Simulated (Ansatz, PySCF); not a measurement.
Species: CH$_{3}$Br$_{2}$Si, net charge 0, doublet state. It need not be the lowest isomer of its formula. 
Structure (B3LYP-D3(BJ)/def2-TZVP (Ansatz, a first-principles code) minimum search):
```xyz
7

Si    -0.2836    -0.8300     0.0521
C      1.0914    -2.1012    -0.0529
Br     0.0912     0.4976     1.8245
Br    -0.2818     0.3958    -1.8299
H      0.9312    -2.7513    -0.9135
H      1.1119    -2.7020     0.8569
H      2.0497    -1.5898    -0.1649
```
Charge 0, spin multiplicity 2.

Dipole moments at this geometry, in debye (magnitudes).

| level | program | dipole (D) |
|---|---|---|
| HF/def2-TZVPD | PySCF | 2.25 |
| SVWN5/def2-TZVPD | Ansatz | 2.04 |
| PBE/def2-TZVPD | Ansatz | 1.97 |
| revPBE/def2-TZVPD | Ansatz | 1.97 |
| r2SCAN/def2-TZVPD | PySCF | 2.05 |
| B97M-V/def2-TZVPD | Ansatz | 2.01 |
| B3LYP/def2-TZVPD | Ansatz | 2.04 |
| PBE0/def2-TZVPD | Ansatz | 2.07 |
| r2SCAN0/def2-TZVPD | Ansatz | 2.12 |
| M06-2X/def2-TZVPD | PySCF | 2.14 |
| HSE06/def2-TZVPD | Ansatz | 2.07 |
| CAM-B3LYP/def2-TZVPD | Ansatz | 2.10 |
| CCSD(T)/def2-SVPD | Ansatz | 1.97 |
